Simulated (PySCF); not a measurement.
How exact exchange moves a shielding

Molecule: SMILES FC(F)[C@H]1C[SiH2]1, C$_{3}$H$_{6}$F$_{2}$Si.

Geometry:
```csv
atom,x (Å),y (Å),z (Å)
F1,-1.169,-0.648,1.483
C2,-1.483,-0.259,0.218
F3,-2.096,-1.298,-0.390
C4,-0.245,0.131,-0.523
C5,0.762,1.047,0.189
Si6,1.416,-0.656,-0.184
H7,-2.219,0.563,0.305
H8,-0.460,0.384,-1.568
H9,0.537,1.254,1.241
H10,1.112,1.929,-0.356
H11,1.571,-1.630,0.920
H12,2.316,-0.843,-1.348
```

GIAO shieldings (ppm, equivalent atoms averaged) in PySCF on the PBE0-D3(BJ)/def2-SVP geometry, basis pcSseg-1, gas phase, non-relativistic:

```tsv
functional	exact exchange (%)	σ(F3)	σ(F1)	σ(C2)	σ(C4)
BLYP	0	278.9	293.9	50.5	159.8
BP86	0	281.9	296.5	56.2	164.5
PBE	0	280.1	295.0	56.6	164.8
B3LYP	20	294.4	308.8	58.3	165.8
PBE0	25	298.9	313.1	65.8	171.6
mPW1PW91	25	299.6	313.6	64.9	170.8
HF	100	338.0	351.8	86.3	184.8
```

Task: Fit each shielding as a line in the percentage of exact exchange.

Result: σ(F3) = 282.0 + 0.58 x (rms 2.2 ppm); σ(F1) = 296.6 + 0.57 x (rms 1.9 ppm); σ(C2) = 54.9 + 0.32 x (rms 2.6 ppm); σ(C4) = 163.6 + 0.22 x (rms 2.1 ppm). The functionals also differ in their semilocal parts, which the line can't hold; Hartree–Fock has no correlation at all.

Task: What does the line predict for BHandHLYP (50 %), and what does the run give?

Result: σ(F3): 311.0 predicted, 312.9 computed; σ(F1): 325.1 predicted, 327.0 computed; σ(C2): 70.9 predicted, 68.9 computed; σ(C4): 174.6 predicted, 173.4 computed ppm.
